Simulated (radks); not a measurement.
Effect of the nuclear size on the krypton ion Kr2+, [Ar] 3d10 4s2 4p4. Calculated with a radial shooting solver on a logarithmic mesh with Libxc functionals: Dirac Kohn-Sham, relativistic LDA (MacDonald-Vosko exchange, VWN5 correlation), spin-unpolarised, spherical densities, finite nucleus; open shells are shared between the two j in proportion to 2j + 1; Fermi nuclear charge, rms radius 4.1884 fm. The rms radius is varied about that value; shifts are against it.

| rms radius (fm) | total energy shift (eV) | density at nucleus (e/bohr^3) | 1s1/2 shift (meV) | 2s1/2 shift (meV) | 3p1/2 shift (meV) | 4s1/2 shift (meV) |
|---|---|---|---|---|---|---|
| 3.3842 | -0.216 | 4.976e+04 | -91.4 | -9.27 | 0.146 | -0.180 |
| 3.9245 | -0.0757 | 4.917e+04 | -32.0 | -3.24 | 0.051 | -0.063 |
| 4.1884 | 0 | 4.892e+04 | 0.000 | 0.000 | 0.000 | 0.000 |
| 4.5989 | 0.127 | 4.856e+04 | 53.5 | 5.43 | -0.086 | 0.105 |
| 4.6575 | 0.146 | 4.851e+04 | 61.5 | 6.24 | -0.098 | 0.121 |

Slopes of the eigenvalues against <r^2> in GHz/fm^2, as finite differences over the two radii next to the reference (eigenvalue slopes, not the field-shift constants of lines): 1s1/2 3600, 2s1/2 365, 3p1/2 -5.75, 4s1/2 7.07.
